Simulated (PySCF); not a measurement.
A run for PySCF: R-B3LYP/6-31G* on AsGeH5 (SMILES [GeH3][AsH2]), a point of a torsion scan.

```python
from pyscf import gto, scf, dft, mp
from pyscf.data.elements import chemcore

mol = gto.M(
    atom='''
    Ge   -0.80789336    0.02399595   -0.03504992
    As    1.54191955   -0.35635350   -0.05630937
    H    -1.59961018   -0.88128111   -0.94304996
    H    -1.26337767    1.40913449   -0.41741983
    H    -1.43035331   -0.19481124    1.32049883
    H     1.81524316    1.04372765   -0.52276548
    H     1.49383354   -0.79736445   -1.49053490
    ''',
    basis='6-31g*',
    cart=True,
    charge=0, spin=0, verbose=3, max_memory=1800)
mf = dft.RKS(mol, xc='b3lyp')
mf.conv_tol = 1e-8
mf.max_cycle = 100
mf.kernel()
if not mf.converged:
    mf = mf.newton().run(mf.mo_coeff, mf.mo_occ)
```

Program output:

```
converged SCF energy = -4315.39543469735
```

Self-consistency was reached.

Cost: roughly 9 core-seconds.
